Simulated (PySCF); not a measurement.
PySCF input file for GeH3ISe, SMILES [GeH3][Se]I, B3LYP-D3(BJ)/def2-SVP. Geometry optimised at B3LYP-D3(BJ)/def2-SVP. The structure was generated by enumeration, and PubChem lists no compound with its InChIKey, so it may never have been made. The def2 effective core potentials stand for the cores of I; spin–orbit coupling is left out.

```python
import numpy as np
from pyscf import gto, scf, dft, df
from pyscf.hessian import thermo

mol = gto.M(
    atom='''
    Se    1.16340549   -0.44892978    0.00000000
    I    -0.31788372    1.65237417   -0.00000000
    Ge   -0.62055024   -2.03755619    0.00000000
    H     0.09529141   -3.40323256   -0.00000000
    H    -1.47281675   -1.85359399    1.26712351
    H    -1.47281674   -1.85359399   -1.26712351
    ''',
    basis='def2-SVP',
    ecp={'I': 'def2-svp'},
    charge=0,
    spin=0,
    max_memory=1600,
    verbose=3,
)
mf = dft.RKS(mol, xc='b3lyp').density_fit(auxbasis='def2-universal-jkfit')
mf.disp = 'd3bj'
mf.grids.level = 3
mf.conv_tol = 1e-11
mf.max_cycle = 100
mf.kernel()

# [left out here: the lines that compute and print the analytic Hessian (its translational invariance restored by hand, since the grid's response is missing), thermochemistry and intensities]
```

Log of the run:

```
converged SCF energy = -4777.72195235526

WARN: DFTD3 does not support analytical Hessian, using finite difference


WARN: Mole.unit (angstrom) is changed to Bohr

Mode                                 0                   1                   2
Irrep
Freq [cm^-1]                       74.0390            115.9903            235.8965
Reduced mass [au]                  16.4515              1.0309             52.9140
Force const [Dyne/A]                0.0531              0.0082              1.7349
Char temp [K]                     106.5256            166.8842            339.4025
Normal mode                   x     y     z       x     y     z       x     y     z
       0  Se                 0.05  0.00 -0.00   -0.00 -0.00 -0.01    0.06 -0.06  0.00
       1   I                -0.02 -0.05  0.00    0.00  0.00  0.01   -0.03  0.04 -0.00
       2  Ge                -0.02  0.08  0.00    0.00 -0.00  0.00   -0.01 -0.01  0.00
       3   H                -0.11  0.03  0.00    0.00 -0.00  0.58   -0.07 -0.04 -0.00
       4   H                -0.01  0.13 -0.00   -0.30  0.40 -0.26    0.00  0.03  0.00
       5   H                -0.01  0.13  0.00    0.30 -0.40 -0.26    0.00  0.03 -0.00
Mode                                 3                   4                   5
Irrep
Freq [cm^-1]                      275.0276            525.3458            539.1172
Reduced mass [au]                  33.6002              1.0801              1.0512
Force const [Dyne/A]                1.4974              0.1756              0.1800
Char temp [K]                     395.7035            755.8556            775.6696
Normal mode                   x     y     z       x     y     z       x     y     z
       0  Se                 0.05  0.06 -0.00   -0.01  0.00 -0.00   -0.00  0.00  0.01
       1   I                 0.00 -0.01  0.00    0.00  0.00 -0.00   -0.00  0.00 -0.00
       2  Ge                -0.06 -0.06  0.00    0.02 -0.01  0.00    0.00 -0.00 -0.02
       3   H                -0.10 -0.07  0.00   -0.65 -0.35 -0.00   -0.00 -0.00  0.21
       4   H                -0.04  0.00  0.01    0.06  0.43 -0.03    0.48  0.39  0.25
       5   H                -0.04  0.00 -0.01    0.06  0.43  0.03   -0.48 -0.39  0.25
Mode                                 6                   7                   8
Irrep
Freq [cm^-1]                      808.3498            857.5893            879.4635
Reduced mass [au]                   1.0348              1.0215              1.0199
Force const [Dyne/A]                0.3984              0.4426              0.4648
Char temp [K]                    1163.0354           1233.8800           1265.3521
Normal mode                   x     y     z       x     y     z       x     y     z
       0  Se                 0.00  0.00 -0.00   -0.00  0.00 -0.00   -0.00  0.00  0.00
       1   I                 0.00 -0.00  0.00    0.00  0.00  0.00    0.00  0.00 -0.00
       2  Ge                 0.01  0.01  0.00   -0.00  0.00 -0.01   -0.01  0.01  0.00
       3   H                -0.52 -0.28  0.00   -0.00 -0.00  0.77   -0.20 -0.12 -0.00
       4   H                -0.26 -0.48 -0.09    0.08 -0.41  0.13    0.53 -0.22  0.37
       5   H                -0.26 -0.48  0.09   -0.08  0.41  0.13    0.53 -0.22 -0.37
Mode                                 9                  10                  11
Irrep
Freq [cm^-1]                     2127.8924           2148.1766           2150.2272
Reduced mass [au]                   1.0135              1.0224              1.0255
Force const [Dyne/A]                2.7037              2.7799              2.7936
Char temp [K]                    3061.5634           3090.7478           3093.6982
Normal mode                   x     y     z       x     y     z       x     y     z
       0  Se                 0.00  0.00  0.00   -0.00  0.00  0.00   -0.00  0.00 -0.00
       1   I                 0.00  0.00  0.00    0.00  0.00 -0.00    0.00  0.00  0.00
       2  Ge                -0.00  0.01 -0.00   -0.01  0.01  0.00   -0.00  0.00 -0.02
       3   H                 0.41 -0.76 -0.00    0.22 -0.43  0.00    0.00 -0.00 -0.02
       4   H                -0.19  0.06  0.29    0.32 -0.07 -0.52   -0.39  0.09  0.57
       5   H                -0.19  0.06 -0.29    0.32 -0.07  0.52    0.39 -0.09  0.57
temperature 298.1500 [K]
pressure 101325.00 [Pa]
Rotational constants [GHz] 3.26010 0.73808 0.60650
Symmetry number 1
Zero-point energy (ZPE) 0.02446 [Eh]   64222.210 [J/mol]
                           tot       elec      trans        rot        vib
Entropy [J/mol/K]       355.108      0.000    179.089    124.591     51.428
Cv [J/mol/K]             73.110      0.000     12.472     12.472     48.166
Cp [J/mol/K]             81.424      0.000     20.786     12.472     48.166
Internal energy [J/mol]                      3718.434   3718.434  72230.813
Internal energy [Eh]   -4777.69161  -4777.72195
Enthalpy [J/mol]                             6197.391   3718.434  72230.813
Enthalpy [Eh]          -4777.69066
Gibbs free energy [J/mol]                  -47198.028 -33428.281  56897.614
Gibbs free energy [Eh] -4777.73099
static polarisability / bohr^3: [[ 71.974  -3.861  -0.   ]
 [ -3.847 109.907  -0.   ]
 [  0.     -0.     53.1  ]]
largest difference of analytic and finite-field dipole derivatives / e: 0.002200774505235481
mode   freq/cm-1   IR/(km/mol)   Raman/(A^4/amu)   depolarisation
   1       74.04         0.206             2.593            0.520
   2      115.99         0.095             0.095            0.750
   3      235.90         1.475            12.117            0.210
   4      275.03         9.124             5.601            0.372
   5      525.35         7.074             8.992            0.726
   6      539.12         8.207            11.917            0.750
   7      808.35       276.620            23.704            0.427
   8      857.59        37.845            29.820            0.750
   9      879.46        34.534            20.877            0.746
  10     2127.89        88.766           364.704            0.076
  11     2148.18        68.057           153.934            0.533
  12     2150.23        93.157            94.967            0.750
max |gradient| / (hartree/bohr): 5.659290292145728e-05
APT charges: [-0.1584 -0.1242  1.0013 -0.2477 -0.2356 -0.2356]
```

The calculation finished and met its thresholds.
